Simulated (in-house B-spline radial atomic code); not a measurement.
**Ionising Br⁶⁺ with different functionals**

Computed with a radial B-spline atomic code at the basis-set limit: non-relativistic Hamiltonian, point nucleus, spin-polarised at highest spin, spherical fractional occupations for the functionals, the average over the highest-spin determinants for Hartree-Fock. The ionisation energy is the difference of two self-consistent energies, [Ar] 3d10 4s1 → [Ar] 3d10, without Breit or QED terms; ε is the level of the shell that loses the electron (its least bound occupied spin orbital). There is no spin-orbit coupling in this Hamiltonian.

```tsv
method	rung	ΔSCF (eV)	-ε(4s) (eV)
Hartree-Fock	Hartree-Fock	100.29	100.40
HF fractional	Hartree-Fock	100.29	100.40
LDA VWN5	LDA	102.94	95.96
LDA PW92	LDA	102.93	95.95
LDA exchange-only	LDA	101.71	94.80
PBE	GGA	102.67	95.50
PBEsol	GGA	102.41	95.49
BLYP	GGA	103.05	95.74
RPBE	GGA	102.41	95.23
PW91	GGA	102.79	95.68
BP86	GGA	102.38	95.62
AM05	GGA	102.30	95.49
OLYP	GGA	102.29	95.10
TPSS	meta-GGA	102.06	95.27
SCAN	meta-GGA	102.10	96.04
r2SCAN	meta-GGA	101.91	95.82
M06-L	meta-GGA	100.67	94.99
revTPSS	meta-GGA	101.83	95.19
PBE0	global hybrid	102.18	96.89
B3LYP	global hybrid	102.80	96.99
TPSSh	global hybrid	101.92	95.84
M06-2X	global hybrid	101.71	97.66
BHandHLYP	global hybrid	102.20	98.47
r2SCAN0	global hybrid	101.71	97.18
B97-1	global hybrid	101.75	96.22
HSE06	range-separated hybrid	102.27	96.65
wB97X	range-separated hybrid	100.94	99.32
CAM-B3LYP	range-separated hybrid	102.80	98.85
LC-wPBE	range-separated hybrid	102.45	100.31
```

(1) Among the functionals, which spreads more, the ΔSCF values or the orbital energies?

(2) How do they compare with the NIST value?

Answers

(1) The orbital energies: ΔSCF values span about 2.38 eV and the orbital energies 5.51 eV.

(2) NIST lists 103.0 eV ± 0.19 (semi-empirical, ground level to ground level). Errors run from -2.74 to +0.02 eV; BLYP is closest (+0.02 eV), though others lie within the uncertainty of it, and part of that can be cancellation, since the calculations leave out relativity, Breit-QED terms. Hartree-Fock also lacks correlation.
